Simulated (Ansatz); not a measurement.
One change: `COBCl` becomes `C[O][InH][Cl]`.

Ansatz, PBE0-D4/def2-TZVP geometries, multiplicity 1. Each molecule was computed in one conformer, which needn't be the lowest.

Elements past krypton have def2 core potentials.

```
                                      property  `COBCl`
         HOMO energy (ωB97M-V/def2-TZVPP) / eV   -11.08
             HOMO energy (PBE/def2-TZVPP) / eV    -7.34
zero-point energy (PBE0-D4/def2-TZVP) / kJ/mol    149.5
         HOMO–LUMO gap (B3LYP/def2-TZVPP) / eV     7.99
size of the dipole moment (PBE/def2-TZVPP) / D     2.59
         LUMO energy (ωB97M-V/def2-TZVPP) / eV     1.66
```

Task: What does the change do to each property? (An estimate is asked.)

Result: The calculation gave: 
| property | `C[O][InH][Cl]` | shift |
| --- | --- | --- |
| HOMO energy (ωB97M-V/def2-TZVPP) / eV | -10.16 | 0.92 |
| HOMO energy (PBE/def2-TZVPP) / eV | -6.32 | 1.02 |
| zero-point energy (PBE0-D4/def2-TZVP) / kJ/mol | 127.2 | -22.3 |
| HOMO–LUMO gap (B3LYP/def2-TZVPP) / eV | 5.77 | -2.22 |
| size of the dipole moment (PBE/def2-TZVPP) / D | 1.45 | -1.14 |
| LUMO energy (ωB97M-V/def2-TZVPP) / eV | -0.04 | -1.70 |

With PBE0 the HOMO rises by 1.01 eV and the LUMO falls by 1.21 eV, so the gap narrows by about 2.22 eV. PBE moves the HOMO by 1.02 eV and ωB97M-V by 0.92 eV. Dipoles are sizes alone; their direction can turn.

B3LYP here is the variant with VWN-RPA as its local correlation; programs differ in this.
